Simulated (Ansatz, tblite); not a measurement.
Cost and result up the ladder for (NMe2)3Sn-NH-SiH3 (C6H22N4SiSn) (34 atoms). The state is a singlet with charge 0. Geometry: PBE-D4/def2-SVP.

```xyz
34

Sn   -0.225    0.027    0.128
N     0.558   -1.784   -0.451
C     0.724   -2.037   -1.870
C     0.195   -2.960    0.316
N     0.783    1.358   -1.077
C     2.229    1.276   -1.131
C     0.256    2.695   -1.256
N    -0.052   -0.005    2.189
C    -0.793    0.968    2.968
C     1.257   -0.309    2.737
N    -2.224    0.428   -0.215
Si   -2.992    0.249   -1.778
H     0.936   -1.094   -2.413
H    -0.175   -2.508   -2.347
H     1.581   -2.731   -2.049
H    -0.723   -3.476   -0.067
H     0.012   -2.693    1.377
H     1.018   -3.714    0.294
H     2.745    1.930   -0.381
H     2.602    1.588   -2.137
H     2.569    0.234   -0.962
H     0.673    3.442   -0.530
H    -0.847    2.700   -1.147
H     0.493    3.077   -2.278
H    -0.244    1.932    3.129
H    -1.028    0.564    3.981
H    -1.758    1.218    2.481
H     1.160   -0.774    3.747
H     1.916    0.590    2.861
H     1.793   -1.034    2.090
H    -2.806    0.206    0.601
H    -1.954    0.571   -2.818
H    -3.527   -1.137   -2.068
H    -4.154    1.202   -1.920
```

Ansatz on 2 threads of AMD EPYC 7R13 on a shared host and a share (18 GiB) of an NVIDIA H100 80GB HBM3; xTB runs through tblite on one thread. Times are rough, summed over both states, and most runs start from the orbitals of an earlier one. PBE0-D4/def2-TZVP serves as the yardstick here, not as an exact answer. The other state is a triplet.

In the def2 sets Sn takes a core potential; there is no spin–orbit coupling. The xTB rows come from tblite. Single mean-field runs in def2-TZVP are fitted with def2-universal-jkfit. HOMO above LUMO, or a gap near zero within one spin, warns that the state may not be the lowest or that an electron is smeared out.

Run but left out: PBE-D4/def2-TZVP (triplet: an occupied level 0.00 eV above an empty one).

xTB has no spin-polarisation term.

```tsv
level	functions	wall time	vertical triplet (eV)	difference from PBE0-D4/def2-TZVP (eV)	remarks
GFN2-xTB	80	0.077 s	2.26	-1.31	–
GFN1-xTB	102	0.11 s	2.61	-0.95	–
PBE0-D4/def2-TZVP	529	20 s	3.57	0.00	–
r2SCAN-D4/def2-TZVP (with forces)	529	24 s	3.19	-0.38	gap within one spin near zero (triplet)
```
